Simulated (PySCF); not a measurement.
O$_{2}$Ti, charge -1, doublet, geometry from GFN2-xTB (such geometries of metal compounds can be far from the true shape) (the multiplicity is a formal guess); WB97X/6-31G** (PySCF).

Input for PySCF:
```python
from pyscf import gto, scf, dft

mol = gto.M(
    atom='''
Ti    0.17671029    0.03381783    0.21252698
O     0.89488978    0.15312000   -1.27009293
O    -1.38084307   -0.24611904    0.68564374
''',
    basis='6-31g**',
    charge=-1,
    spin=1,
    verbose=4,
)

mf = dft.UKS(mol)
mf.xc = 'wb97x'
mf.grids.atom_grid = (99, 590)
mf.grids.prune = None
mf.kernel()
```

The log (banner, timings and long lists left out):

```
PySCF version 2.14.0

[INPUT] verbose = 4
[INPUT] num. atoms = 3
[INPUT] num. electrons = 39
[INPUT] charge = -1
[INPUT] spin (= nelec alpha-beta = 2S) = 1
[INPUT] symmetry False subgroup None
[INPUT] Mole.unit = angstrom
[INPUT] Symbol           X                Y                Z      unit          X                Y                Z       unit  Magmom
[INPUT]  1 Ti     0.176710290000   0.033817830000   0.212526980000 AA    0.333934051492   0.063906436827   0.401617786281 Bohr   0.0
[INPUT]  2 O      0.894889780000   0.153120000000  -1.270092930000 AA    1.691096595872   0.289354864193  -2.400127790446 Bohr   0.0
[INPUT]  3 O     -1.380843070000  -0.246119040000   0.685643740000 AA   -2.609415223304  -0.465097579641   1.295678887622 Bohr   0.0

nuclear repulsion = 123.961724695244
number of shells = 24
number of NR pGTOs = 151
number of NR cGTOs = 62
basis = 6-31g**
ecp = {}

******** <class 'pyscf.dft.uks.UKS'> ********
method = UKS
initial guess = minao
damping factor = 0
level_shift factor = 0
DIIS = <class 'pyscf.scf.diis.CDIIS'>
diis_start_cycle = 1
diis_space = 8
diis_damp = 0
SCF conv_tol = 1e-09
SCF conv_tol_grad = None
SCF max_cycles = 50
direct_scf = True
direct_scf_tol = 1e-13
number electrons alpha = 20  beta = 19
XC library pyscf.dft.libxc version 7.1.2
    S. Lehtola, C. Steigemann, M. J. T. Oliveira, and M. A. L. Marques,  SoftwareX 7, 1–5 (2018)
XC functionals = wb97x
    J.-D. Chai and M. Head-Gordon,  J. Chem. Phys. 128, 084106 (2008)
radial grids:
    Treutler-Ahlrichs [JCP 102, 346 (1995); DOI:10.1063/1.469408] (M4) radial grids

becke partition: Becke, JCP 88, 2547 (1988); DOI:10.1063/1.454033
pruning grids: None
grids dens level: 3
symmetrized grids: False
atomic radii adjust function: <function treutler_atomic_radii_adjust>
User specified grid scheme (99, 590)
small_rho_cutoff = 0
Set gradient conv threshold to 3.16228e-05
tot grids = 175232
init E= -999.358341724735

cycle= 1 E= -999.134130524982  delta_E= 0.224  |g|= 1.24  |ddm|= 1.48
cycle= 2 E= -986.649203251597  delta_E= 12.5  |g|= 5.68  |ddm|= 2.89
cycle= 3 E= -999.725655634025  delta_E= -13.1  |g|= 0.568  |ddm|= 2.48
cycle= 4 E= -999.830091496064  delta_E= -0.104  |g|= 0.157  |ddm|=  0.4
cycle= 5 E= -999.839943635879  delta_E= -0.00985  |g|= 0.0676  |ddm|= 0.107
cycle= 6 E= -999.842644686549  delta_E= -0.0027  |g|= 0.0105  |ddm|= 0.0876
cycle= 7 E= -999.843050089903  delta_E= -0.000405  |g|= 0.00643  |ddm|= 0.0443
cycle= 8 E= -999.843270985405  delta_E= -0.000221  |g|= 0.00409  |ddm|= 0.0352
cycle= 9 E= -999.843423247919  delta_E= -0.000152  |g|= 0.00282  |ddm|= 0.0357
cycle= 10 E= -999.843487233522  delta_E= -6.4e-05  |g|= 0.00132  |ddm|= 0.0234
cycle= 11 E= -999.843510021218  delta_E= -2.28e-05  |g|= 0.000761  |ddm|= 0.017
cycle= 12 E= -999.843512766844  delta_E= -2.75e-06  |g|= 0.000656  |ddm|= 0.00434
cycle= 13 E= -999.843514292144  delta_E= -1.53e-06  |g|= 0.000184  |ddm|= 0.0044
cycle= 14 E= -999.843514467343  delta_E= -1.75e-07  |g|= 0.000108  |ddm|= 0.00116
cycle= 15 E= -999.843514509862  delta_E= -4.25e-08  |g|= 6.62e-05  |ddm|= 0.000403
cycle= 16 E= -999.843514538689  delta_E= -2.88e-08  |g|= 2.59e-05  |ddm|= 0.000472
cycle= 17 E= -999.843514541431  delta_E= -2.74e-09  |g|= 1.48e-05  |ddm|= 0.000134
cycle= 18 E= -999.84351454232  delta_E= -8.89e-10  |g|= 6.56e-06  |ddm|= 8.78e-05
Extra cycle  E= -999.843514542357  delta_E= -3.68e-11  |g|= 9.82e-06  |ddm|= 1.3e-05
converged SCF energy = -999.843514542357  <S^2> = 0.75067728  2S+1 = 2.0006772
```
